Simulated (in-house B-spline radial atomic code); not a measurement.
RPA and G0W0 for the rubidium ion Rb⁺, [Ar] 3d10 4s2 4p6, as one setting changes: the radius of a hard wall (bohr). Start: Hartree-Fock. A dash marks a level of low quasi-particle weight. Computed with an all-electron radial atomic-structure program (B-spline basis): all electrons, scalar-relativistic (spin-free one-electron X2C), finite nucleus, each spin shell either full or empty, empty states to l = 9 with an (l + 1/2)⁻⁴ tail; G0W0 by contour deformation at full frequency.

| radius of a hard wall (bohr) | mean-field level (eV) | G0W0 level (eV) | RPA correlation (Eh) |
| --- | --- | --- | --- |
| 2 | 19.515 | 4p 18.213 | -2.5746 |
| 2.5 | -9.015 | 4p -10.161 | -2.5017 |
| 3 | -19.792 | 4p -20.784 | -2.4651 |
| 3.5 | -24.239 | 4p -25.095 | -2.4482 |
| 4 | ? | ? | ? |
| 5 | ? | ? | ? |
| 6 | -27.438 | 4p -27.999 | -2.4357 |
| 8 | -27.466 | 4p -28.013 | -2.4352 |
| 12 | -27.467 | 4p -28.012 | -2.4348 |

What belongs in the row for 5?

mean-field level (eV): -27.255; G0W0 level (eV): 4p -27.864; RPA correlation (Eh): -2.4365.

What belongs in the row for 4?

mean-field level (eV): -26.126; G0W0 level (eV): 4p -26.871; RPA correlation (Eh): -2.4409.
